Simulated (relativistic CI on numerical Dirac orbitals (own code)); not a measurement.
# Transition arrays of Ru XXVI

These numbers are calculated, not measured: Dirac-Coulomb-Breit CI, KLI orbitals optimised for each configuration, QED by a radiative potential, valence Slater integrals scaled by 0.9, whole transition arrays (own radial code, finite nucleus).

Configuration list (outside the closed core [Ne] 3s2): 3p6 3d, 3p6 4f, 3p5 3d2, 3p6 4p, 3p6 5f. Levels of other configurations are missing.

All E1 lines from the levels of 3p6 3d; mean and standard deviation are weighted by gf, and upper levels are sorted by their leading configuration.

```
Upper configuration  Lines   Σgf  Mean (eV)  Mean (nm)  σ (eV)  Strongest line (nm)
             3p6 4f      3   8.9     653.40      1.898    2.62                1.904
            3p5 3d2     60  15.9     180.37      6.874   12.71                6.626
             3p6 4p      3   0.3     545.42      2.273    2.50                2.269
             3p6 5f      3   2.1     869.93      1.425    2.73                1.429
```

Σgf per state of the lower configuration in bins of 0.2 nm over the central range (centre: value): 1.5: 0.21, 1.9: 0.89, 2.3: 0.03, 6.5: 0.52, 6.7: 0.44, 6.9: 0.25, 7.1: 0.02, 7.3: 0.18, 7.5: 0.03, 7.9: 0.04, 8.3: 0.09.

**Question.** How do configuration mixing and the scaling of the Slater integrals move the arrays?

**Answer.** Slater scale 0.9, no configuration mixing: 3p6 4f 653.1 ± 2.6 eV (Σgf 8.2), 3p5 3d2 180.4 ± 12.6 eV (Σgf 16.1), 3p6 4p 545.4 ± 2.5 eV (Σgf 0.4), 3p6 5f 869.8 ± 2.7 eV (Σgf 1.9); Slater scale 1: 3p6 4f 653.5 ± 2.6 eV (Σgf 9.0), 3p5 3d2 183.9 ± 13.1 eV (Σgf 16.2), 3p6 4p 545.4 ± 2.5 eV (Σgf 0.3), 3p6 5f 870.0 ± 2.7 eV (Σgf 2.1); Slater scale 0.8: 3p6 4f 653.3 ± 2.6 eV (Σgf 8.8), 3p5 3d2 176.8 ± 12.3 eV (Σgf 15.6), 3p6 4p 545.4 ± 2.5 eV (Σgf 0.3), 3p6 5f 869.9 ± 2.7 eV (Σgf 2.1). With mixing, levels are counted to their leading configuration, so an array can shrink or vanish into another, and the sums then hold other lines.
